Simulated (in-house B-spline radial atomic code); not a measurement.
Orbital energies and mean radii along the 53-electron series, configuration 1s2 2s2 2p6 3s2 3p6 3d10 4s2 4p6 4d10 4f5/2(5) 5s2. The effective charge is n√(-2ε), a non-relativistic measure. Computed with a B-spline radial code for spherical atoms: Dirac-Hartree-Fock, jj configuration that fills j = l - 1/2 first, finite nuclei.

```
  ion   Z  energy of 4s1/2 (Eh)  mean radius of 4s1/2 (bohr)  energy of 4p1/2 (Eh)  mean radius of 4p1/2 (bohr)  effective charge of 4s1/2
Eu10+  63                -20.28                      0.56333               -17.605                      0.57739                     25.474
Gd11+  64               -22.049                      0.54922               -19.281                      0.56179                     26.562
Tb12+  65               -23.903                      0.53567                -21.04                      0.54687                     27.657
```
